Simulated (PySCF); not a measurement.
Match each property card to its molecule.

Structures:
1. `C1=C[C@H]([C@@H]1F)C=C`
2. `C=N[SiH2][PH3+]`
3. `O([C@H]1C=C1C(O)=O)C(C)=O`

Card P (geometry GFN2-xTB):
- Rotational constants A, B, C: 4.802, 1.958, 1.531 GHz
- Static isotropic polarisability (CAM-B3LYP/def2-SVPD): 69.1 au
- Lowest singlet excitation (TDDFT CAM-B3LYP/def2-SVPD): 6.60 eV (188 nm, f = 0.080)
- Strongest line among the 8 lowest singlet transitions (TDDFT CAM-B3LYP/def2-SVPD): S4 at 7.47 eV (166 nm, f = 0.229)
- Dipole moment (CAM-B3LYP/def2-SVPD): 1.95 D

Card Q (geometry GFN2-xTB):
* Rotational constants A, B, C: 9.199, 2.166, 1.821 GHz
* Static isotropic polarisability (CAM-B3LYP/def2-SVPD): 66.5 au
* HOMO energy (CAM-B3LYP/def2-SVPD): -13.04 eV
* Strongest line among the 8 lowest singlet transitions (TDDFT CAM-B3LYP/def2-SVPD): S8 at 7.86 eV (158 nm, f = 0.171)
* Lowest singlet excitation (TDDFT CAM-B3LYP/def2-SVPD): 3.90 eV (318 nm, f = 0.000)

Card R (geometry GFN2-xTB):
- Rotational constants A, B, C: 3.014, 0.659, 0.604 GHz
- Static isotropic polarisability (PBE0/def2-SVPD): 84.9 au
- Lowest triplet excitation (Tamm–Dancoff) (TDA PBE0/def2-SVPD): 3.71 eV
- Dipole moment (PBE0/def2-SVPD): 2.14 D
- Isotropic shieldings of nuclei other than C and H, by class (GIAO PBE0/pcSseg-1): -136 (1 O), -103 (1 O), 93 (1 O), 118 (1 O) ppm

Each SMILES stands for a single optimised conformer of the isolated species, non-relativistic unless stated. Electronic properties by PySCF. NMR classes are plain means over equivalent atoms (diastereotopic ones count apart unless rotation or inversion swaps them), as if these changed places fast.

Which card belongs to which structure?

P = 1, Q = 2, R = 3. What ties each card to its structure:
- 1 (card P), C6H7F, monoisotopic mass 98.1 u, 7 heavy atoms: an asymmetric top with C = 1.531 GHz; polarisability 69.1 au for 52 electrons; dipole 1.95 D.
- 2 (card Q), [CH7NPSi]+, monoisotopic mass 92.0 u, 4 heavy atoms: a HOMO at -13.04 eV for the only species of charge +1; an asymmetric top with C = 1.821 GHz, the highest such constant on the cards; polarisability 66.5 au for 48 electrons.
- 3 (card R), C6H6O4, monoisotopic mass 142.0 u, 10 heavy atoms: an asymmetric top with C = 0.604 GHz, the lowest such constant on the cards; polarisability 84.9 au for 74 electrons; dipole 2.14 D.
